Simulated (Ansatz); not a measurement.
`C[Si@H](O)[Si@H](O)F` + HCl → `C[Si@@H](O)[Si@H](O)Cl` + H–F  (ligand exchange at the Si–F bond)

Isolated molecules relaxed with PBE0-D4/def2-TZVP in Ansatz; ΔE leaves out vibrations. CCSD(T)/CBS adds triple-zeta CCSD(T) − MP2 to the extrapolated MP2 energy (def2 sets, frozen cores). This one scheme is used for every species. Functionals use def2-TZVPP. Each species was taken in one conformer, which may not be the lowest.

| species | r2SCAN energy (Eh) |
| --- | --- |
| `C[Si@H](O)[Si@H](O)F` | -871.73172 |
| HCl | -460.78587 |
| `C[Si@@H](O)[Si@H](O)Cl` | -1232.05402 |
| H–F | -100.44665 |

**Question.** Work out ΔE.

**Answer.** ΔE = (-1232.05402) + (-100.44665) − (-871.73172) − (-460.78587) = 0.01692 Eh = +44.4 kJ/mol. CCSD(T)/CBS gives +39.6 kJ/mol.

Largest T1 diagnostic among the species: 0.012.

The D4 term adds −6.7 kJ/mol with B3LYP and −3.8 kJ/mol with PBE0; it sums over pairs of atoms, weighted by their polarisabilities, and B3LYP, whose exchange is more repulsive, gets the larger term. In def2-TZVPP, CCSD(T) changes the Hartree–Fock value by −11.0 kJ/mol (the triples alone add −2.7 kJ/mol) and MP2 by −17.1 kJ/mol.

B3LYP here is the variant with VWN-RPA as its local correlation; programs differ in this.
